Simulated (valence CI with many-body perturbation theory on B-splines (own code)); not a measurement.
## O+: electric-dipole lines

Calculated by valence CI with perturbative core correlation (CI+MBPT): five valence electrons over a frozen Dirac-Fock core [He], a basis of 10 s, 10 p, 9 d, 7 f, 4 g, 2 h functions for each j, with the one-electron correlation potential Σ1, the two-electron term Σ2, the three-electron term Σ3, Breit, model QED; selected CI, second order for the rest, scaled by the run's own slope (own B-spline code, finite nucleus).

Against 59 measured levels this calculation errs by 105 cm⁻¹ on average and by 260 at most. These come from a selection out of the NIST Handbook of Basic Atomic Spectroscopic Data. Levels without a partner in it may be off by more. Among the levels kept, up to 910 cm⁻¹ of a level comes from second order outside the variational space, and about a tenth of that is noise between levels of different J, which matters for small intervals.

Lines 51 to 100 of 294 in falling wavelength, among levels below 241074 cm⁻¹, chosen from the strongest by gf and those to the six lowest levels. Wavelengths and rates use the calculated energies, so an error of 100 cm⁻¹ moves a line at 433.7 nm by 0.43 % and its rate by three times that or more. Electric multipoles are in the length gauge, E1 and E2 with the static RPA response of the core. Weak lines are less certain than strong ones. Lines between different terms over intervals too small for the method are left out, as are lines whose strength nearly cancels. Where a level lies close to another of its J and parity, the split of strength between their lines is uncertain.

Names give the largest LS component (configuration and term), which can be under half, so a name can repeat, a term be missing and a line seem to break the LS rules; names also repeat where a configuration has a term twice. Letters in brackets count levels of one name in rising energy.

```csv
λ vac (nm),λ from measured levels,Upper,Lower,A (s⁻¹),S (a.u.) with core polarisation,S without
433.7,433.8,2s2 2p2 3p 4P°_3/2,2s2 2p2 3s 4P_3/2,1.57e+07,2.54e+00,2.54e+00
432.7,432.7,2s2 2p2 3p 4P°_1/2,2s2 2p2 3s 4P_1/2,1.42e+07,1.14e+00,1.14e+00
432.0,432.1,2s2 2p2 3p 4P°_5/2,2s2 2p2 3s 4P_3/2,2.50e+07,5.97e+00,5.97e+00
431.7,431.8,2s2 2p2 3p 4P°_3/2,2s2 2p2 3s 4P_1/2,3.81e+07,6.05e+00,6.05e+00
416.5,417.0,2s2 2p2 3d 4P_5/2,2s2 2p2 3p 4P°_5/2,2.63e+07,5.63e+00,5.63e+00
415.2,415.8,2s2 2p2 3d 4P_3/2,2s2 2p2 3p 4P°_5/2,2.02e+07,2.85e+00,2.85e+00
414.9,415.4,2s2 2p2 3d 4P_5/2,2s2 2p2 3p 4P°_3/2,7.59e+07,1.61e+01,1.61e+01
412.8,413.4,2s2 2p2 3d 4P_3/2,2s2 2p2 3p 4P°_1/2,8.37e+07,1.16e+01,1.16e+01
412.7,413.0,2s2 2p2 3d 4P_1/2,2s2 2p2 3p 4P°_3/2,2.43e+07,1.68e+00,1.68e+00
411.8,412.3,2s2 2p2 3d 4P_1/2,2s2 2p2 3p 4P°_1/2,8.33e+07,5.74e+00,5.74e+00
411.6,412.2,2s2 2p2 3d 4D_3/2,2s2 2p2 3p 4P°_5/2,3.18e+07,4.38e+00,4.38e+00
411.5,412.0,2s2 2p2 3d 4D_7/2,2s2 2p2 3p 4P°_5/2,1.39e+08,3.83e+01,3.83e+01
411.5,412.1,2s2 2p2 3d 4D_5/2,2s2 2p2 3p 4P°_5/2,6.98e+07,1.44e+01,1.44e+01
410.9,411.2,2s2 2p2 3d 4D_1/2,2s2 2p2 3p 4P°_3/2,7.93e+07,5.42e+00,5.42e+00
410.5,411.3,2s2 2p2 3d 2F_5/2,2s2 2p2 3p 4P°_5/2,1.75e+07,3.59e+00,3.59e+00
410.2,410.6,2s2 2p2 3d 4D_3/2,2s2 2p2 3p 4P°_3/2,9.15e+07,1.25e+01,1.25e+01
410.0,410.6,2s2 2p2 3d 4D_5/2,2s2 2p2 3p 4P°_3/2,4.11e+07,8.40e+00,8.40e+00
409.9,410.4,2s2 2p2 3d 4D_1/2,2s2 2p2 3p 4P°_1/2,5.72e+07,3.89e+00,3.89e+00
409.2,409.8,2s2 2p2 3d 4D_3/2,2s2 2p2 3p 4P°_1/2,1.54e+07,2.09e+00,2.09e+00
409.1,409.8,2s2 2p2 3d 2F_5/2,2s2 2p2 3p 4P°_3/2,1.38e+07,2.80e+00,2.80e+00
408.6,409.4,2s2 2p2 3d 4F_7/2,2s2 2p2 3p 4D°_7/2,2.34e+07,6.30e+00,6.30e+00
407.9,408.6,2s2 2p2 3d 2F_7/2,2s2 2p2 3p 4P°_5/2,5.54e+06,1.48e+00,1.48e+00
407.8,408.6,2s2 2p2 3d 4F_5/2,2s2 2p2 3p 4D°_5/2,4.30e+07,8.63e+00,8.63e+00
407.2,408.0,2s2 2p2 3d 4F_3/2,2s2 2p2 3p 4D°_3/2,5.18e+07,6.91e+00,6.91e+00
407.0,407.7,2s2 2p2 3d 4F_9/2,2s2 2p2 3p 4D°_7/2,1.95e+08,6.50e+01,6.50e+01
406.7,407.3,2s2 2p2 3d 4F_7/2,2s2 2p2 3p 4D°_5/2,1.72e+08,4.56e+01,4.56e+01
406.3,407.1,2s2 2p2 3d 4F_5/2,2s2 2p2 3p 4D°_3/2,1.51e+08,3.00e+01,3.00e+01
406.2,407.1,2s2 2p2 3d 4F_3/2,2s2 2p2 3p 4D°_1/2,1.41e+08,1.86e+01,1.86e+01
398.0,398.4,2s2 2p2 3p 2P°_1/2 [a],2s2 2p2 3s 2P_3/2,4.34e+07,2.70e+00,2.70e+00
396.9,397.4,2s2 2p2 3p 2P°_3/2 [a],2s2 2p2 3s 2P_3/2,1.07e+08,1.32e+01,1.32e+01
395.2,395.5,2s2 2p2 3p 2P°_1/2 [a],2s2 2p2 3s 2P_1/2,8.47e+07,5.16e+00,5.16e+00
394.1,394.6,2s2 2p2 3p 2P°_3/2 [a],2s2 2p2 3s 2P_1/2,2.10e+07,2.54e+00,2.54e+00
391.8,392.0,2s2 2p2 3p 2P°_1/2 [b],2s2 2p2 3s 2D_3/2,1.16e+08,6.88e+00,6.88e+00
390.8,391.3,2s2 2p2 3p 2P°_3/2 [b],2s2 2p2 3s 2D_3/2,1.33e+07,1.57e+00,1.57e+00
390.8,391.3,2s2 2p2 3p 2P°_3/2 [b],2s2 2p2 3s 2D_5/2,1.04e+08,1.22e+01,1.22e+01
390.4,390.9,2s2 2p2 3d 4P_5/2,2s2 2p2 3p 4D°_5/2,9.23e+06,1.63e+00,1.63e+00
388.0,388.4,2s2 2p2 3d 4P_3/2,2s2 2p2 3p 4D°_3/2,9.50e+06,1.10e+00,1.10e+00
387.8,388.3,2s2 2p2 3d 4D_7/2,2s2 2p2 3p 4D°_7/2,5.09e+07,1.17e+01,1.17e+01
387.7,388.4,2s2 2p2 3d 4D_5/2,2s2 2p2 3p 4D°_7/2,1.02e+07,1.76e+00,1.76e+00
386.9,387.7,2s2 2p2 3d 2F_5/2,2s2 2p2 3p 4D°_7/2,2.80e+06,4.81e-01,4.81e-01
386.2,386.5,2s2 2p2 3d 4P_1/2,2s2 2p2 3p 4D°_1/2,1.15e+07,6.56e-01,6.56e-01
386.2,386.6,2s2 2p2 3d 4D_3/2,2s2 2p2 3p 4D°_5/2,1.86e+07,2.11e+00,2.11e+00
386.1,386.5,2s2 2p2 3d 4D_7/2,2s2 2p2 3p 4D°_5/2,5.54e+06,1.26e+00,1.26e+00
386.0,386.6,2s2 2p2 3d 4D_5/2,2s2 2p2 3p 4D°_5/2,2.03e+07,3.45e+00,3.45e+00
385.5,385.7,2s2 2p2 3d 4D_1/2,2s2 2p2 3p 4D°_3/2,2.26e+07,1.28e+00,1.28e+00
385.2,385.8,2s2 2p2 3d 2F_5/2,2s2 2p2 3p 4D°_5/2,5.50e+06,9.31e-01,9.31e-01
384.9,385.2,2s2 2p2 3d 4D_3/2,2s2 2p2 3p 4D°_3/2,1.38e+07,1.55e+00,1.55e+00
384.7,385.2,2s2 2p2 3d 4D_5/2,2s2 2p2 3p 4D°_3/2,5.79e+06,9.77e-01,9.77e-01
384.6,384.9,2s2 2p2 3d 4D_1/2,2s2 2p2 3p 4D°_1/2,1.50e+07,8.41e-01,8.41e-01
383.9,384.4,2s2 2p2 3d 4D_3/2,2s2 2p2 3p 4D°_1/2,8.10e+06,9.05e-01,9.05e-01
```
